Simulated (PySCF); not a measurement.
## Exercise with solution: oscillator strength and radiative lifetime

CH₄BeSe, SMILES [Be]([SeH])[CH3].

Geometry: B3LYP-D3(BJ)/def2-TZVP. One conformer was computed; it need not be the lowest.

TDA-CAM-B3LYP/def2-SVPD (PySCF) puts the first singlet state with f over 0.02 at 5.73 eV (vertical), with the transition dipole (0.395, 0.310, 0.367) in atomic units.

Task: Find the oscillator strength, the wavelength and the radiative lifetime that this transition would have in vacuum if emission retraced absorption.

Result: 
|μ|² = 0.3868 au, so |μ| = 1.58 D. ΔE = 5.73/27.211 = 0.2106 hartree. f = (2/3) ΔE |μ|² = 0.054 (the program prints 0.054).
λ = 1239.84/5.73 = 216 nm; ν = 46216 cm⁻¹.
Einstein's coefficient A = 0.6670 ν² f s⁻¹ (ν in cm⁻¹) = 7.7e7 s⁻¹, so τ = 1/A = 13 ns. This state is S2; the lower singlet has f = 0.003. The figure is the radiative limit of this one transition; relaxation, internal conversion, crossing to triplets and a medium change what is measured.
